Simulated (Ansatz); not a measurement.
A single point on CH₉NO₂Si₂, SMILES `CN([SiH3])[SiH](O)O`.

```yaml
crystal:
  periodic: [false, false, false]
  atoms:
    - {symbol: C, position_ang: [-0.842580, -1.370534, -0.682973]}
    - {symbol: N, position_ang: [-0.200187, -0.111832, -0.296050]}
    - {symbol: Si, position_ang: [0.725566, 0.683372, -1.514659]}
    - {symbol: Si, position_ang: [-0.302382, 0.286643, 1.375412]}
    - {symbol: O, position_ang: [0.439333, -0.778592, 2.368175]}
    - {symbol: O, position_ang: [0.390398, 1.749711, 1.625735]}
    - {symbol: H, position_ang: [-1.311320, -1.283275, -1.667871]}
    - {symbol: H, position_ang: [-1.631177, -1.633612, 0.028791]}
    - {symbol: H, position_ang: [-0.135745, -2.206660, -0.713080]}
    - {symbol: H, position_ang: [2.043387, 0.037448, -1.777627]}
    - {symbol: H, position_ang: [-0.045046, 0.659183, -2.787857]}
    - {symbol: H, position_ang: [0.973678, 2.092464, -1.111546]}
    - {symbol: H, position_ang: [-1.721778, 0.211348, 1.781446]}
    - {symbol: H, position_ang: [1.397999, -0.785860, 2.377165]}
    - {symbol: H, position_ang: [0.219855, 2.450187, 0.994929]}
basis:
  gaussian: {orbitals: def2-QZVPP}
correlation: {method: mp2}
```

```sh
$ ansatz run in.yaml --threads 2 --pin off --events-out ev --progress --plain --max-ram 22528MiB --backend cuda --devices 0, --max-vram 18GiB
```

Shortened log:

```
Functional definition: HF
3800 factors; integrals over basis functions are off by at most 1.1e-3 eV
mean field evaluation 1: about -22455.0832 eV, gradient 5.8e1 eV
mean field evaluation 2: about -22455.2585 eV, gradient 5.8e1 eV
mean field evaluation 4: about -22462.0736 eV, gradient 4.5e0 eV
mean field evaluation 8: about -22462.1551 eV, gradient 2.2e-1 eV
mean field -22462.15530260 eV, -825.4689819747 hartree, gradient 8.5e-7 eV, S^2 0.000000; 0 other end points of the search recorded, 0 dependent functions left out
14 core orbitals not correlated: weight in the atoms' cores, before any rotation towards them, 1.000 or more for the frozen orbitals, at most 0.000 for the correlated occupied ones
reference -22462.15530260 eV, -825.4689819747 hartree; 19, 19 occupied and 605, 605 virtual orbitals, 3800 factors
second order -32.64328232 eV of doubles, -0.00000000 eV of singles
Total energy: -22494.79858492 eV, -826.6686004736 hartree
```

Run time 4.1 s (2 threads of an AMD EPYC 7R13 on a shared host and a share of an NVIDIA H100 80 GB); peak host memory 1.2 GiB.
